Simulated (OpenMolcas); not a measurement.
# How methods differ on C2H5NSi (SMILES C[SiH2]C#N)

The species is C2H5NSi (9 atoms), meant as a singlet with charge 0. SMILES: `C[SiH2]C#N`. The coordinates come from a PBE0-D4/def2-TZVP relaxation.

```xyz
9

C    -0.6720    0.9311   -0.4975
Si   -0.1468   -0.5546    0.4883
C     1.6383   -0.9101    0.1298
N     2.7473   -1.1124   -0.1076
H    -0.5541    0.7461   -1.5668
H    -0.0728    1.8034   -0.2298
H    -1.7219    1.1604   -0.3009
H    -0.8933   -1.7794    0.1170
H    -0.2364   -0.3308    1.9503
```

Quantity: the vertical energy of the triplet above the singlet, in eV. The values are calculated.

```json
{"level": "SVWN5/cc-pVDZ", "kind": "LDA", "program": "OpenMolcas", "value (eV)": "6.39", "less CCSD(T)/cc-pVDZ": "-0.13", "CPU time (all runs)": "2.3 min"}
{"level": "PBE/cc-pVDZ", "kind": "GGA", "program": "OpenMolcas", "value (eV)": "6.20", "less CCSD(T)/cc-pVDZ": "-0.32", "CPU time (all runs)": "3.4 min"}
{"level": "revPBE/cc-pVDZ", "kind": "GGA", "program": "OpenMolcas", "value (eV)": "6.17", "less CCSD(T)/cc-pVDZ": "-0.35", "CPU time (all runs)": "2.6 min"}
{"level": "TPSS/cc-pVDZ", "kind": "meta-GGA", "program": "OpenMolcas", "value (eV)": "6.11", "less CCSD(T)/cc-pVDZ": "-0.41", "CPU time (all runs)": "3.3 min"}
{"level": "r2SCAN/cc-pVDZ", "kind": "meta-GGA", "program": "OpenMolcas", "value (eV)": "6.05", "less CCSD(T)/cc-pVDZ": "-0.47", "CPU time (all runs)": "4 min"}
{"level": "B3LYP/cc-pVDZ", "kind": "global hybrid", "program": "OpenMolcas", "value (eV)": "6.22", "less CCSD(T)/cc-pVDZ": "-0.30", "CPU time (all runs)": "4.1 min"}
{"level": "PBE0/cc-pVDZ", "kind": "global hybrid", "program": "OpenMolcas", "value (eV)": "6.12", "less CCSD(T)/cc-pVDZ": "-0.40", "CPU time (all runs)": "4.6 min"}
{"level": "CCSD(T)/cc-pVDZ, open shells restricted", "kind": "coupled cluster or CI", "program": "OpenMolcas", "value (eV)": "6.52", "less CCSD(T)/cc-pVDZ": "0.00", "CPU time (all runs)": "2.6 min"}
```

Differences are taken from CCSD(T)/cc-pVDZ, open shells restricted for orientation; it has basis-set and higher-order errors of its own. The values span 6.05 to 6.52 eV. Times are those of the runs behind each value, whatever else they computed, on shared processors of several kinds: orders of magnitude only.
